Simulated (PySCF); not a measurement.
C4H7FO, SMILES COC1(F)CC1.

The structure is a stationary point at B3LYP-D3(BJ)/def2-SVP. Other conformers were not sampled.

These are SMD-B3LYP/def2-SVP (PySCF) values and carry that method's errors.

Solvation free energies are E(SMD) − E(gas) at the gas-phase geometry, for 1 M in both phases. In vacuum the dipole moment is 1.59 D.

Problem. Estimate the solvation free energies in water, ethylethanoate, methanol. (Estimate from the structure and the level; the computed values follow.)

Solution. 
```
solvent         ΔG(solv) (kcal/mol)  its non-electrostatic (CDS) part  dipole (D)
--------------  -------------------  --------------------------------  ----------
water                          -1.0                               3.9        2.09
ethylethanoate                 -3.8                              -0.9        1.90
methanol                       -3.9                               0.9        2.07
```
